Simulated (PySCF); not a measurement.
Simulated absorption spectrum

C₈H₉F.
InChI=1S/C8H9F/c9-6-7-2-1-3-8(7)4-5-8/h1-3H,4-6H2

Computed with PySCF, TDDFT CAM-B3LYP/def2-SVPD, vertical, gas phase, core orbitals frozen in the response. One conformer (not necessarily the lowest) at the PBE0-D3(BJ)/def2-SVP geometry, without solvent, vibrations or thermal averaging. Torsions of this conformer, `[F:1][CH2:2][C:3]1=[CH:4][CH:5]=[CH:6][C:7]12[CH2:8][CH2:9]2`: F1–C2–C3–C4 122°.

Broadening: Gaussians 0.4 eV wide at half height, area fixed by f = 4.319×10⁻⁹ ∫ε dν̃. The width is an assumption, not a result. The curve ends short of the highest state used, and states not computed would add to its high-energy end.

(λ (nm), ε (L mol⁻¹ cm⁻¹)): (190.6, 2112), (195.1, 5328), (199.7, 11133), (204.2, 12465), (208.7, 7694), (213.3, 2709), (217.8, 608), (222.3, 91), (226.8, 13), (231.4, 35), (235.9, 205), (240.4, 803), (245.0, 2219), (249.5, 4298), (254.0, 6185), (258.5, 6812), (263.1, 5863), (267.6, 4067), (272.1, 2321), (276.7, 1092), (281.2, 445), (285.7, 158), (290.3, 48), (294.8, 13)

**Question.** Locate the maxima and give the states behind the curve.

**Answer.** 258 nm (4.81 eV), ε about 6800, made up of S1 (100%); 203 nm (6.11 eV), ε about 13000, made up of S2 (99%) (ε in L mol⁻¹ cm⁻¹; maxima over ε = 5, shares over 10%). The states used: S1 4.81 eV (f 0.101); S2 6.11 eV (f 0.189); S3 6.45 eV (f 0.012); S4 6.84 eV (f 0.043); S5 7.01 eV (f 0.034); S6 7.10 eV (f 0.0055).

**Question.** On this curve, what absorbance would a 10⁻⁴ mol/L sample give at 266 nm over a 1 cm path?

**Answer.** 266 nm is 4.661 eV, where ε is about 4700 L mol⁻¹ cm⁻¹, so A = ε c l ≈ 0.47 (Beer–Lambert, with the gas-phase spectrum and the assumed width).

**Question.** What would ε be at 6.11 eV, the highest of these maxima, with half the width (0.2 eV)?

**Answer.** About 25500 L mol⁻¹ cm⁻¹ against 12900, a factor of about 1.98; a lone state at its own centre would give exactly 2.

**Question.** Does any computed singlet lie in the visible range?

**Answer.** No computed singlet lies in the visible range (380 to 750 nm); the lowest, at 258 nm, stands 1.54 eV above its violet end (3.26 eV).
